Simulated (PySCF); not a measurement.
Isomers of C7H7N, one GFN2-xTB conformer each. Single-point energies are computed at PBE0/pcSseg-1 (PySCF, gas phase, no added dispersion term), electronic only.

```csv
SMILES,GFN2-xTB relative energy (kcal/mol)
C#CC(=C)CCC#N,17.6
C=C1C[C@H](C#N)C1=C,0.0
C=CC(=C)/C=C/C#N,11.1
```

Conformers: `[CH:1]#[C:2][C:3](=[CH2:4])[CH2:5][CH2:6][C:7]#[N:8]` with C2–C3–C5–C6 66°, C3–C5–C6–C7 -178°; `[CH2:1]=[CH:2][C:3](=[CH2:4])/[CH:5]=[CH:6]/[C:7]#[N:8]` with C1–C2–C3–C4 147°, C2–C3–C5–C6 -25°.

What does PBE0/pcSseg-1 give for the same structures?

```csv
SMILES,PBE0/pcSseg-1 E (Eh),PBE0/pcSseg-1 (kcal/mol),GFN2-xTB (kcal/mol),point group
C=CC(=C)/C=C/C#N,-325.19307,0.0,11.1,C1
C=C1C[C@H](C#N)C1=C,-325.18813,3.1,0.0,C1
C#CC(=C)CCC#N,-325.16774,15.9,17.6,C1
```

GFN2-xTB puts C=C1C[C@H](C#N)C1=C lowest instead; measured from each level's own lowest isomer, the values differ by up to 11.1 kcal/mol (C=CC(=C)/C=C/C#N: 11.1 against 0.0). As drawn, the highest has a C≡C bond, which the lowest lacks.

Which frontier levels, dipoles and rotational constants go with these structures?

| SMILES | HOMO (eV, PBE0/pcSseg-1) | LUMO (eV) | dipole (D) | A, B, C (MHz) |
| --- | --- | --- | --- | --- |
| C=CC(=C)/C=C/C#N | -7.14 | -2.13 | 4.71 | 4064, 1160, 922.3 |
| C=C1C[C@H](C#N)C1=C | -7.18 | -1.63 | 4.05 | 3736, 1626, 1276 |
| C#CC(=C)CCC#N | -7.52 | -1.22 | 3.95 | 4109, 1087, 902.4 |
